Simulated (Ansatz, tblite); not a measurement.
Cost and result up the ladder for the cluster CaCl2 (the lowest singlet isomer of a short search) (3 atoms). Charge 0, multiplicity 1. Geometry: r2SCAN-D4/def2-TZVP.

Cartesian coordinates in Å:
```
Ca -0.0065 -0.0597 0.0231
Cl 2.0803 -0.6342 -1.1487
Cl -2.0738 0.6939 1.1256
```

Ansatz on 4 threads of Intel Xeon on a shared host; xTB runs through tblite on one thread. Times are rough, summed over both states, and most runs start from the orbitals of an earlier one. CCSD(T)/def2-TZVPP serves as the yardstick here, not as an exact answer. The other state is a doublet.

The xTB rows come from tblite. Correlated methods freeze 15 core orbitals; core or outer-core shells of Ca are correlated, in sets that lack core-valence functions. HOMO above LUMO, or a gap near zero within one spin, warns that the state may not be the lowest or that an electron is smeared out. The structure comes from a short search, and lower isomers may exist.

Correlated methods converge slowly with the basis.

Raw xTB energies of ions are shifted by several eV.

| level | functions | vertical IE (eV) | difference from CCSD(T)/def2-TZVPP (eV) | remarks |
| --- | --- | --- | --- | --- |
| GFN2-xTB | 27 | 14.23 | 3.36 | – |
| GFN1-xTB | 27 | 14.21 | 3.34 | – |
| PBE0-D4/def2-TZVP | 110 | 10.34 | -0.53 | – |
| r2SCAN-D4/def2-TZVP (with forces) | 110 | 10.10 | -0.77 | – |
| CCSD(T)/def2-TZVPP | 120 | 10.87 | 0.00 | – |
| PBE-D4/def2-TZVP | 110 | 9.89 | -0.98 | gap within one spin near zero (+1 doublet) |

Problem. Estimate how long each takes.

Solution. GFN2-xTB 0.02 s; GFN1-xTB 0.02 s; PBE-D4/def2-TZVP 6.8 s; r2SCAN-D4/def2-TZVP (with forces) 18 s; PBE0-D4/def2-TZVP 19 s; CCSD(T)/def2-TZVPP 43 s. On shared hardware such times vary by a factor of up to 3.
